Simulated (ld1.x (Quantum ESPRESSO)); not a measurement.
Mn: one change to a PAW potential, before and after

* Element: Mn
* Generator: ld1.x (Quantum ESPRESSO) 7.5
* Type: PAW
* Functional: PBEsol
* Relativity: scalar-relativistic
* Frozen core: [Ar]
* Valence charge: 7
* Reference configuration: 3d5 4s2 4p0
* Partial waves: 4s (bound): rcut 2.65, rcutus 3.10 bohr; 4s channel at 2.45 Ry: rcut 2.65, rcutus 3.10 bohr; 4p (bound, empty): rcut 2.70, rcutus 3.40 bohr; 4p channel at 2.35 Ry: rcut 2.70, rcutus 3.40 bohr; 3d (bound): rcut 1.25, rcutus 1.35 bohr; 3d channel at 0.1 Ry: rcut 1.25, rcutus 1.35 bohr
* Local potential: all-electron potential smoothed inside 1.65 bohr (lloc = -2)
* Core correction: Bessel-smoothed model core inside 0.95 bohr
* Augmentation charge: BESSEL, radius 1.10 bohr

Change: all radii but the core radius scaled by about 0.97 (s 3.00, p 3.30, d 1.30 bohr, rcut 2.58/2.62/1.22); local potential all-electron potential smoothed inside 1.60 bohr (lloc = -2); augmentation BESSEL, radius 1.06 bohr.

Cutoffs: the cutoffs (Ry, on a coarse ladder) from which the occupation-weighted sum of valence levels, in a spherical-Bessel basis at the reference potential, stays within 10 and 1 mRy of its value at 400 Ry; they do not see the model core or the augmentation charge, which bear on the density cutoff. Errors are all-electron minus pseudo energies relative to the spin-unpolarised reference configuration.

**Question.** Predict the effect on cutoff, ghosts and configuration errors.

**Answer.** The potential gets harder (55 Ry and 90 Ry → 60 Ry and 110 Ry); of the 7 tests that both files solve, the error grows in 0 and shrinks in 1 by more than 15 % and 0.3 meV (median size 71.6 → 50.2 meV); neither file shows a bound ghost. A smaller radius makes the pseudo-wave follow the all-electron one further in, where it bends more sharply, so more plane waves are needed.

```csv
quantity,base,changed
"cutoff, loose",55 Ry,60 Ry
"cutoff, tight",90 Ry,110 Ry
loose cutoff by channel (10 mRy a level),"s 6 Ry, d 50 Ry","s 6 Ry, d 55 Ry"
bound ghosts,none,none
"error for 3d5 4s1 4p0, meV [ΔE 8.43 eV]",+23,+21
"error for 3d5 4s0 4p0, meV [ΔE 23.94 eV]",+107,+96
"error for 3d4 4s0 4p0, meV [ΔE 56.42 eV]",-354,-351
"error for 3d6 4s0 4p0, meV [ΔE 6.77 eV]",+72,+50
"error for 3d5 4s0 4p1, meV [ΔE 13.19 eV]",+37,+32
"error for 3d5 4s0 4p2, meV [ΔE 7.96 eV]",+15,+13
"error for 3d3 4s0 4p0, meV [ΔE 107.14 eV]",-2017,-2003
lowest overlap eigenvalue by channel,"s 0.68, p 0.62, d 0.96","s 0.68, p 0.63, d 0.96"
```
